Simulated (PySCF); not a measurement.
C₂H₈BNO (SMILES COB(C)N), singlet, geometry from GFN2-xTB. Base run: CAMB3LYP/6-31G, polarisability run with PySCF.

PySCF was given this input:
```python
from pyscf import gto, scf, dft
from pyscf.prop import polarizability

mol = gto.Mole()
mol.atom = '''
    B    -0.277451    0.140774    0.345590
    C    -1.701410    0.009457    1.048737
    H    -2.306710   -0.756838    0.575805
    H    -2.252969    0.945363    0.997484
    H    -1.603528   -0.244519    2.101467
    O    -0.051275   -0.634691   -0.748977
    C     1.150917   -0.622488   -1.471712
    H     1.995908   -0.924109   -0.843366
    H     1.048845   -1.333910   -2.293022
    H     1.356663    0.370612   -1.885504
    N     0.679658    1.031844    0.859357
    H     1.594482    1.168802    0.467129
    H     0.510112    1.603537    1.666222
'''
mol.basis = '6-31g'
mol.charge = 0
mol.spin = 0
mol.verbose = 4
mol.build()

mf = dft.RKS(mol)
mf.xc = 'camb3lyp'
mf.kernel()
alpha = mf.Polarizability().polarizability()[2, 2]
print('alpha_zz =', alpha)
```

Each row names what was changed in the base input (with any setting that the change needs).

| change | alpha_zz (bohr³) | basis functions | core-seconds (rough) |
|---|---|---|---|
| base | 41.52 | 61 | 40 |
| basis = 6-31G* | 42.55 | 86 | 80 |
| functional = lda,vwn | 44.10 | 61 | 10 |
| functional = hf | 39.19 | 61 | 2 |
| finite field (a.u.) = 2e-4; conv_tol = 1e-6 | 40.40 | 61 | 20 |
| functional = pbe | 43.70 | 61 | 20 |
| basis = 6-31+G* | 48.57 | 106 | 100 |
| finite field (a.u.) = 0.001; conv_tol = 1e-6 | 41.49 | 61 | 30 |
| basis = def2-SVP | 44.15 | 110 | 90 |
| finite field (a.u.) = 0.001; conv_tol = 1e-11 | 41.52 | 61 | 60 |
| finite field (a.u.) = 0.05; conv_tol = 1e-11 | 41.98 | 61 | 60 |
| finite field (a.u.) = 0.02; conv_tol = 1e-11 | 41.59 | 61 | 80 |

Finite-field rows take the second difference of the energy in a field along z; a small field with loose convergence shows SCF noise divided by the square of the field, and a large one adds hyperpolarisability.
